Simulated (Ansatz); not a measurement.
Other settings, tried on the cluster AlCl3.

```yaml
crystal:
  periodic: [false, false, false]
  atoms:
    - {symbol: Al, position_ang: [-0.000015, 0.000007, 0.000022]}
    - {symbol: Cl, position_ang: [-1.932212, -0.598736, 0.473846]}
    - {symbol: Cl, position_ang: [1.478150, -0.010081, 1.459970]}
    - {symbol: Cl, position_ang: [0.454078, 0.608810, -1.933828]}
basis:
  gaussian: {orbitals: def2-SVP}
hamiltonian: {xc: {name: wB97X}}
scf: {lower_state_search: full}
```

```sh
$ ansatz run in.yaml --threads 2 --pin off --events-out ev --progress --plain --max-ram 4352MiB
```

It prints (some lines left out):

```
Functional definition: wB97X
632 factors; integrals over basis functions are off by at most 7.3e-4 eV
160 factors; integrals over basis functions are off by at most 1.2e-5 eV
mean field evaluation 1: about -44155.3238 eV, gradient 2.0e1 eV
mean field evaluation 2: about -44155.3564 eV, gradient 2.0e1 eV
mean field evaluation 4: about -44156.6096 eV, gradient 8.4e-1 eV
mean field evaluation 8: about -44156.6172 eV, gradient 9.1e-3 eV
mean field -44156.61724759 eV, -1622.7257534186 hartree, gradient 5.7e-5 eV, S^2 0.000000; 0 other end points of the search recorded, 0 dependent functions left out
reference -44156.61722211 eV, -1622.7257524825 hartree; 32, 32 occupied and 40, 40 virtual orbitals, 632 factors
Total energy: -44156.61722211 eV, -1622.7257524825 hartree
```

Hardware: 2 threads of Arm Neoverse V2 on a shared host. Wall time 2.6 s.
